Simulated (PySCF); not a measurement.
# One molecule, several mistakes: BGe2H6N

These are calculations, not measurements. They come from PySCF 2.14.0, an open-source quantum chemistry program, on an isolated molecule that a program drew, which may never have been made. The molecule is BGe2H6N (charge 0, singlet), drawn as the SMILES string `B[N]([GeH])[GeH3]`.

Each row is a Hartree-Fock (HF) and frozen-core CCSD(T) single point in the cc-pVDZ basis, meant for a local HF minimum. Run 1 is clean. Each other run has one planted mistake out of seven kinds, and not every kind appears here: one electron removed, one electron added, multiplicity raised by two, geometry at a saddle point, minimal basis STO-3G, one bond length entered in bohr, all coordinates scaled. The reference is restricted for singlets and unrestricted otherwise, and also for a bond in bohr. Adding or removing an electron swaps singlet and doublet. Electrons count all cores. HOMO and LUMO are orbital energies over both spins, the gradient is its largest component, and the lowest frequency (negative if imaginary) is given only where the gradient is small. Bond lengths are over the 9 bonds as drawn. T1 is the CCSD diagnostic: over 0.02 (restricted) or 0.045 (unrestricted) a single reference is doubtful. Germanium has the cc-pVDZ-PP basis, with a core potential (ECP10MDF) in place of its 10 inner electrons, and its 3s, 3p and 3d shells are frozen in CCSD(T).

Geometry of the clean run:
```xyz
10
BGe2H6N, angstrom
B    -2.2192    1.3032    2.0158
N    -0.8799    1.3513    2.4949
Ge   -0.1332    2.8196    3.3922
Ge    0.1601   -0.1811    2.1810
H    -2.9685    2.2293    2.1640
H    -2.6177    0.3134    1.4473
H    -1.4334    3.7199    3.3407
H    -0.4936   -1.3823    2.8650
H     1.5500    0.0705    2.7675
H     0.2573   -0.4238    0.6744
```

```
run,electrons,basis functions,<S^2>,HOMO (eV),LUMO (eV),gradient (hartree/bohr),lowest frequency (cm^-1),mean bond (Å),longest bond (Å),T1,HF (hartree),CCSD(T) (hartree),mistake
1,82,104,0.000,-9.08,0.75,9.3e-06,78,1.5285,1.878,0.0148,-669.39465,-669.90015,no fault
2,83,104,0.766,-0.73,7.33,4.3e-02,-,1.5285,1.878,0.0208,-669.39358,-669.91254,one electron added
3,81,104,0.774,-16.09,-7.07,5.2e-02,-,1.5285,1.878,0.0225,-669.09845,-669.58003,?
4,82,104,0.000,-9.29,0.52,3.9e-02,-,1.6447,2.021,0.0181,-669.34995,-669.87112,?
```

**Which mistake was planted in run 3, and what did it cost?**

It counts 81 electrons, one fewer than the clean run, at the same geometry and basis. So the mistake is: one electron removed. Subtracting run 1 and multiplying by 627.51 kcal/mol a hartree, the energy moved by 185.9 kcal/mol in HF and 200.9 kcal/mol in CCSD(T).

**Which mistake was planted in run 4, and what did it cost?**

The mean and the longest bond both change by the same factor, 1.076, and the gradient is no longer small. So the mistake is: all coordinates scaled. Subtracting run 1 and multiplying by 627.51 kcal/mol a hartree, the energy moved by 28.0 kcal/mol in HF and 18.2 kcal/mol in CCSD(T).

